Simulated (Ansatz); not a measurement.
Several settings on one geometry of LiI2⁻ (that of the charge -1 singlet, r2SCAN-D4/def2-TZVPD). Ansatz on 4 threads of Arm Neoverse V2 on a shared host; times are rough.

```xyz
3

Li    0.000    0.000    0.000
I    -0.416    1.939    1.602
I     0.415   -1.940   -1.601
```

Totals from different functionals, basis sets or treatments of relativity can't be compared as stabilities.

DK, ANO-RCC and x2c sets are all-electron and run with scalar relativity unless a key says otherwise. In the def2 sets I takes a core potential; there is no spin–orbit coupling. LC-ωPBE has ω = 0.4 bohr⁻¹.

The spins typed aren't always the lowest for that charge.

(1) Give the basis size and estimate the energy, ⟨S²⟩ and time of these runs.

```
run                            method  charge    state                                                                                                              further keys
  1             RKS PBE0/x2c-TZVPPall      -1  singlet                                                                                      pseudopotentials: {relativity: none}
  2  UKS PBEsol-D3(BJ)-ATM/def2-TZVPP      -1  triplet                                                                 scf: {omitted_lower_state_checks: [starts]}; forces asked
  3              RKS LC-ωPBE/def2-SVP      -1  singlet  final_grid: {core_spheres: 5, valence_spheres: 4, degree: 11}; scf: {omitted_lower_state_checks: [starts]}; forces asked
```

Answers

(1) 
| run | functions | energy (Eh) | ⟨S²⟩ | wall time |
| --- | --- | --- | --- | --- |
| 1 | 139 | -13541.5366 | – | 2.2 s |
| 2 | 119 | -602.3272 | 2.00 | 11 s |
| 3 | 61 | -603.2106 | – | 0.4 s |

The highest occupied level of an anion often lies above zero with these methods, and sets without diffuse functions describe the outer electron poorly. At RKS PBE0/x2c-TZVPPall the program marks the result for the charge -1 singlet as doubtful (missing relativity).
